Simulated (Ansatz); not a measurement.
Basis-set series for C$_{2}$H$_{5}$AlCl$_{2}$, SMILES `C[CH2][Al]([Cl])[Cl]`. Total charge 0; spin multiplicity 1. Geometry: relaxed with PBE0-D4/def2-TZVP. It is one conformer, not always the lowest.

Z-matrix (Å, degrees):
```
C
C 1 1.527
H 1 1.092 2 111.7
H 1 1.093 2 111.5 3 -120.2
H 1 1.092 2 111.7 3 119.5
Al 2 1.939 1 115.9 3 -60.0
H 2 1.097 1 110.9 3 62.2
H 2 1.097 1 110.9 3 177.9
Cl 6 2.091 2 121.4 1 179.7
Cl 6 2.092 2 121.8 1 -0.3
```

```
functional       basis  functions  energy (Eh)  HOMO (eV)  LUMO (eV)
   PBE0-D4    def2-SVP        107  -1241.27433      -8.26      -0.76
   PBE0-D4  def2-QZVPP        474  -1241.80146      -8.32      -0.92
   ωB97M-V    def2-SVP        107  -1241.67597     -10.43       0.99
   ωB97M-V  def2-QZVPP        474  -1242.20274     -10.52       0.61
```

Q: Give the rows for def2-TZVPP. (Estimate.)

A: Computed: 
```tsv
functional	basis	functions	energy (Eh)	HOMO (eV)	LUMO (eV)
PBE0-D4	def2-TZVPP	258	-1241.76235	-8.31	-0.87
ωB97M-V	def2-TZVPP	258	-1242.16526	-10.50	0.79
```

Positive LUMOs are unbound and depend on the basis.
